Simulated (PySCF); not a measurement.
Tc (technetium, neutral): BP86 calculation

Configuration: [Kr] 4d5 5s2, high-spin 6S determinant. All numbers are calculated (PySCF 2.14, the non-relativistic Hamiltonian (point nucleus), in dyall-av2z).

* Total energy: -4207.27 hartree
* One-electron energy: -5806.53 hartree
* Hartree (Coulomb) energy: 1726.08 hartree
* Exchange-correlation energy: -126.82 hartree
* Kinetic energy: 4205.30010 hartree
* ⟨S²⟩: 8.7646
* ⟨L²⟩: 0.000
* Sum of ⟨r⟩: 33.07 bohr
* Sum of ⟨r²⟩: 60.47 bohr²
* Density at the nucleus (Gaussians lack the cusp): 55300 bohr⁻³
* Spin density at the nucleus: -0.0787 bohr⁻³
* Langevin diamagnetic susceptibility: -47.9 ×10⁻⁶ cm³/mol
* Time after the integrals: of the order of 6 core-seconds

```json
{"shell": "1s β", "electrons": "1", "mean orbital energy (hartree)": "-746.86576", "rms radius, mean of both spins (bohr)": "0.0410"}
{"shell": "1s α", "electrons": "1", "mean orbital energy (hartree)": "-746.86556", "rms radius, mean of both spins (bohr)": "0.0410"}
{"shell": "2s α", "electrons": "1", "mean orbital energy (hartree)": "-104.69399", "rms radius, mean of both spins (bohr)": "0.168"}
{"shell": "2s β", "electrons": "1", "mean orbital energy (hartree)": "-104.67028", "rms radius, mean of both spins (bohr)": "0.168"}
{"shell": "2p α", "electrons": "3", "mean orbital energy (hartree)": "-96.65976", "rms radius, mean of both spins (bohr)": "0.146"}
{"shell": "2p β", "electrons": "3", "mean orbital energy (hartree)": "-96.64240", "rms radius, mean of both spins (bohr)": "0.146"}
{"shell": "3s α", "electrons": "1", "mean orbital energy (hartree)": "-18.16902", "rms radius, mean of both spins (bohr)": "0.457"}
{"shell": "3s β", "electrons": "1", "mean orbital energy (hartree)": "-18.15729", "rms radius, mean of both spins (bohr)": "0.457"}
{"shell": "3p α", "electrons": "3", "mean orbital energy (hartree)": "-15.05115", "rms radius, mean of both spins (bohr)": "0.454"}
{"shell": "3p β", "electrons": "3", "mean orbital energy (hartree)": "-15.03751", "rms radius, mean of both spins (bohr)": "0.454"}
{"shell": "3d α", "electrons": "5", "mean orbital energy (hartree)": "-9.32915", "rms radius, mean of both spins (bohr)": "0.436"}
{"shell": "3d β", "electrons": "5", "mean orbital energy (hartree)": "-9.30793", "rms radius, mean of both spins (bohr)": "0.436"}
{"shell": "4s α", "electrons": "1", "mean orbital energy (hartree)": "-2.59435", "rms radius, mean of both spins (bohr)": "1.16"}
{"shell": "4s β", "electrons": "1", "mean orbital energy (hartree)": "-2.47894", "rms radius, mean of both spins (bohr)": "1.16"}
{"shell": "4p α", "electrons": "3", "mean orbital energy (hartree)": "-1.68630", "rms radius, mean of both spins (bohr)": "1.27"}
{"shell": "4p β", "electrons": "3", "mean orbital energy (hartree)": "-1.56494", "rms radius, mean of both spins (bohr)": "1.27"}
{"shell": "4d α", "electrons": "5", "mean orbital energy (hartree)": "-0.31107", "rms radius, mean of both spins (bohr)": "1.84"}
{"shell": "5s α", "electrons": "1", "mean orbital energy (hartree)": "-0.19876", "rms radius, mean of both spins (bohr)": "3.70"}
{"shell": "5s β", "electrons": "1", "mean orbital energy (hartree)": "-0.15776", "rms radius, mean of both spins (bohr)": "3.70"}
```

A non-relativistic calculation at this Z misses sizeable relativistic shifts.
